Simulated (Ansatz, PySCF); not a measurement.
This PySCF input computes a SVWN5/def2-TZVPD energy:

```python
from pyscf import gto, scf, dft

mol = gto.M(
    atom='''
    Si    0.09796182    0.74121751   -0.08571513
    C    -1.53846800   -0.34323084    0.09831609
    C     1.38185314   -0.75478688   -0.12302819
    H     0.25547793    1.04616930    1.42547310
    H    -1.78710606   -0.81881753   -0.85855562
    H    -1.45509814   -1.13920768    0.85128952
    H    -2.39421064    0.28637496    0.36983599
    H     1.19518875   -1.51270823    0.65041235
    H     1.34594559   -1.26035332   -1.09602371
    H     2.40802623   -0.39039635    0.00585285
    ''',
    basis='def2-tzvpd',
    charge=-1,
    spin=0,
    verbose=4,
)

mf = dft.RKS(mol, xc='svwn').density_fit(auxbasis='def2-universal-jkfit')
mf.grids.level = 3
mf.conv_tol = 1e-9
mf.max_cycle = 100
mf.max_memory = 1500
mf.kernel()
if not mf.converged:
    mf = mf.newton()
    mf.kernel(mf.make_rdm1())
mf.analyze()
```

Write an input for the same energy in Ansatz (an electronic-structure program) and say what it gives.


Ansatz 0.2 input:
```yaml
crystal:
  periodic: [false, false, false]
  atoms:
    - {symbol: Si, position_ang: [0.09796182, 0.74121751, -0.08571513]}
    - {symbol: C, position_ang: [-1.53846800, -0.34323084, 0.09831609]}
    - {symbol: C, position_ang: [1.38185314, -0.75478688, -0.12302819]}
    - {symbol: H, position_ang: [0.25547793, 1.04616930, 1.42547310]}
    - {symbol: H, position_ang: [-1.78710606, -0.81881753, -0.85855562]}
    - {symbol: H, position_ang: [-1.45509814, -1.13920768, 0.85128952]}
    - {symbol: H, position_ang: [-2.39421064, 0.28637496, 0.36983599]}
    - {symbol: H, position_ang: [1.19518875, -1.51270823, 0.65041235]}
    - {symbol: H, position_ang: [1.34594559, -1.26035332, -1.09602371]}
    - {symbol: H, position_ang: [2.40802623, -0.39039635, 0.00585285]}
basis:
  gaussian:
    orbitals: def2-TZVPD
hamiltonian:
  xc: {name: SVWN5}
total_charge: -1
output: {forces: true}
```
It gives -368.01109 Eh, and PySCF -368.01117 Eh, a difference of 0.08 mEh, from the treatment of integrals and grids.

It need not be the lowest isomer of its formula. Whether it binds its extra electron was not tested at this geometry.
